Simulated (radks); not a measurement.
The numbers below are computed, except where a source is named.
Effect of the nuclear size on neutral antimony, [Kr] 4d10 5s2 5p3. Code: a radial shooting solver on a logarithmic mesh with Libxc functionals. Model: Dirac Kohn-Sham, LDA (Slater exchange, Perdew-Wang correlation), spin-unpolarised, spherical densities, finite nucleus; open shells are shared between the two j in proportion to 2j + 1; Fermi nuclear charge, rms radius 4.6802 fm. The rms radius is varied about that value; shifts are against it.

rms radius (fm)  total energy shift (eV)  density at nucleus (e/bohr^3)  1s1/2 shift (meV)  2s1/2 shift (meV)  4p1/2 shift (meV)  5s1/2 shift (meV)
3.8986                             -1.42                      2.142e+05               -597              -68.8              0.215             -0.276
4.2169                            -0.870                      2.116e+05               -365              -42.1              0.132             -0.169
4.6802                                 0                      2.081e+05              0.000              0.000              0.000              0.000
5.1155                             0.886                      2.051e+05                372               42.9             -0.134              0.172
5.2559                              1.19                      2.043e+05                497               57.4             -0.179              0.230

Slopes of the eigenvalues against <r^2> in GHz/fm^2, as finite differences over the two radii next to the reference (eigenvalue slopes, not the field-shift constants of lines): 1s1/2 21200, 2s1/2 2450, 4p1/2 -7.66, 5s1/2 9.82.
